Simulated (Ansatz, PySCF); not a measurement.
C3H4Cl2, SMILES ClC1(Cl)CC1. Atoms are numbered in the order given.

```xyz
9

Cl     1.4650     0.0000     0.7552
C      0.0000     0.0000    -0.2125
Cl    -1.4650     0.0000     0.7552
C      0.0000    -0.7571    -1.4992
C      0.0000     0.7571    -1.4992
H     -0.9251    -1.2747    -1.7665
H      0.9251    -1.2747    -1.7665
H     -0.9251     1.2747    -1.7665
H      0.9251     1.2747    -1.7665
```
Charge 0, spin multiplicity 1.

Coordinates come from a ωB97X-D3(BJ)/def2-SVP optimisation.

Two levels are set side by side: PBE-D3(BJ)/def2-SVP (Ansatz, an electronic-structure program) and ωB97X-D3(BJ)/def2-SVP (PySCF). Each level has its own optimised geometry; the coordinates shown are those of the second. Frequencies come from the Hessian of PySCF at each geometry. Differences are taken from unrounded values.

```json
[
 {"quantity": "mean bond length (Å)", "ωB97X-D3(BJ)": "1.376", "PBE-D3(BJ)": "1.386", "PBE-D3(BJ) minus ωB97X-D3(BJ)": "0.010"},
 {"quantity": "bond Cl1–C2 (Å)", "ωB97X-D3(BJ)": "1.756", "PBE-D3(BJ)": "1.775", "PBE-D3(BJ) minus ωB97X-D3(BJ)": "0.020"},
 {"quantity": "bond C2–Cl3 (Å)", "ωB97X-D3(BJ)": "1.756", "PBE-D3(BJ)": "1.775", "PBE-D3(BJ) minus ωB97X-D3(BJ)": "0.020"},
 {"quantity": "bond C2–C4 (Å)", "ωB97X-D3(BJ)": "1.493", "PBE-D3(BJ)": "1.500", "PBE-D3(BJ) minus ωB97X-D3(BJ)": "0.008"},
 {"quantity": "bond C2–C5 (Å)", "ωB97X-D3(BJ)": "1.493", "PBE-D3(BJ)": "1.500", "PBE-D3(BJ) minus ωB97X-D3(BJ)": "0.008"},
 {"quantity": "bond C4–C5 (Å)", "ωB97X-D3(BJ)": "1.514", "PBE-D3(BJ)": "1.524", "PBE-D3(BJ) minus ωB97X-D3(BJ)": "0.009"},
 {"quantity": "bond C4–H6 (Å)", "ωB97X-D3(BJ)": "1.093", "PBE-D3(BJ)": "1.101", "PBE-D3(BJ) minus ωB97X-D3(BJ)": "0.007"},
 {"quantity": "bond C4–H7 (Å)", "ωB97X-D3(BJ)": "1.093", "PBE-D3(BJ)": "1.101", "PBE-D3(BJ) minus ωB97X-D3(BJ)": "0.007"},
 {"quantity": "bond C5–H8 (Å)", "ωB97X-D3(BJ)": "1.093", "PBE-D3(BJ)": "1.101", "PBE-D3(BJ) minus ωB97X-D3(BJ)": "0.007"},
 {"quantity": "bond C5–H9 (Å)", "ωB97X-D3(BJ)": "1.093", "PBE-D3(BJ)": "1.101", "PBE-D3(BJ) minus ωB97X-D3(BJ)": "0.007"},
 {"quantity": "highest harmonic wavenumber (cm⁻¹)", "ωB97X-D3(BJ)": "3280", "PBE-D3(BJ)": "3178", "PBE-D3(BJ) minus ωB97X-D3(BJ)": "-102"},
 {"quantity": "mean harmonic wavenumber (cm⁻¹)", "ωB97X-D3(BJ)": "1330", "PBE-D3(BJ)": "1267", "PBE-D3(BJ) minus ωB97X-D3(BJ)": "-62"},
 {"quantity": "zero-point energy (kcal/mol)", "ωB97X-D3(BJ)": "39.92", "PBE-D3(BJ)": "38.05", "PBE-D3(BJ) minus ωB97X-D3(BJ)": "-1.87"}
]
```

GGA bonds tend to be longer and softer than those of functionals with exact exchange. Differences between two approximate levels are no errors against the true value.
